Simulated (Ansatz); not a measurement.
Ta4⁻, relaxed as a doublet with UKS PBE0-D4/def2-SVPD in Ansatz, starting from the GFN1-xTB geometry. Force threshold 0.02 eV/Å.

In the def2 sets Ta takes a core potential; there is no spin–orbit coupling. The charge -1 doublet is spin-contaminated (final ⟨S²⟩ up to 1.43, 0.75 for a pure state). The highest occupied level of the charge -1 doublet lies above zero (up to 0.02 eV). The electron is either unbound and held by the finite basis, or the level is raised by self-interaction error. Another isomer (doublet) lies 0.95 eV lower at PBE0-D4/def2-TZVPD; other spin states weren't run for this one.

Start:

```xyz
4

Ta    0.760   -1.925    0.888
Ta   -0.761    1.925   -0.887
Ta    0.711   -0.251   -1.154
Ta   -0.710    0.251    1.153
```

```json
{"step": "1", "energy (eV)": "-6196.9971", "largest force component (eV/Å)": "2.546", "SCF passes": "201"}
{"step": "2", "energy (eV)": "-6197.1311", "largest force component (eV/Å)": "5.252", "SCF passes": "295"}
{"step": "3", "energy (eV)": "-6197.8218", "largest force component (eV/Å)": "1.133", "SCF passes": "131"}
{"step": "4 (rejected)", "energy (eV)": "-6197.7508", "largest force component (eV/Å)": "1.611", "SCF passes": "62"}
{"step": "5", "energy (eV)": "-6197.8840", "largest force component (eV/Å)": "0.132", "SCF passes": "52"}
{"step": "6", "energy (eV)": "-6197.8848", "largest force component (eV/Å)": "0.024", "SCF passes": "48"}
{"step": "7", "energy (eV)": "-6197.8848", "largest force component (eV/Å)": "0.010", "SCF passes": "52"}
```

Force components are those of the run's own axes.

End:

Cartesian coordinates in Å:
```
Ta 0.678 -1.717 0.792
Ta -0.673 1.704 -0.786
Ta 0.691 -0.238 -1.128
Ta -0.696 0.251 1.122
```

Bonds formed: Ta1–Ta2 (atoms count from 1).

No frequencies were taken in this run, so the end may be a saddle point.

Hardware: 2 threads of Arm Neoverse V2 on a shared host. Wall time 2.1 min.
